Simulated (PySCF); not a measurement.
**Ionising HfBr**

PBE; PySCF, scalar-relativistic core potentials, basis sets Hf def2-TZVPPD with ECP60, Br def2-TZVPPD. Neutral (UKS): doublet (δ ↑), Re = 2.466 Å, ωe = 245 cm⁻¹, HOMO -3.93 eV, LUMO -3.24 eV.

HfBr⁺ (UKS): triplet (σ ↑, δ ↑), Re = 2.385 Å, ωe = 293 cm⁻¹. The energies at the minima are -2621.75663 hartree for HfBr and -2621.50792 for HfBr⁺.

(1) Work out the adiabatic ionisation energy, without and with harmonic zero-point energies (1 hartree = 27.2114 eV, 1 eV = 8065.5 cm⁻¹), and the change of the bond length.

HfBr⁻ (UKS): triplet (π ↑, δ ↑), Re = 2.626 Å, ωe = 169 cm⁻¹. The energies at the minima are -2621.75663 hartree for HfBr and -2621.78446 for HfBr⁻.

(2) Work out the adiabatic electron affinity, without and with harmonic zero-point energies (1 hartree = 27.2114 eV, 1 eV = 8065.5 cm⁻¹), and the change of the bond length.

De is left out where the level can put another filling of the metal’s s and d shells below the measured ground configuration, by anything from nothing to about 1 eV. These are scalar-relativistic numbers at best; spin–orbit coupling would shift them, the dissociation energy most. The highest Kohn–Sham level is positive in this anion. Much of that is self-interaction error, but it also means that the finite basis helps to hold the extra electron. With d or f electrons several states lie close, and the lowest PBE0 determinant need not be the measured ground state.

Results:

(1) At PBE: 0.24871 hartree = 6.768 eV between the minima; the zero-point term (293.0 − 245.0)/2 cm⁻¹ = +0.003 eV makes it 6.771 eV. Re changes by -8.1 pm against the neutral. The electron leaves a σ orbital, and the shorter bond of the ion fits an antibonding orbital, or a change in how ionic the bond is.

(2) At PBE: 0.02783 hartree = 0.757 eV between the minima; the zero-point term (245.0 − 169.0)/2 cm⁻¹ = +0.005 eV makes it 0.762 eV. Re changes by +16.0 pm against the neutral. The electron enters a π orbital, and the longer bond of the ion fits an antibonding orbital, or a change in how ionic the bond is.
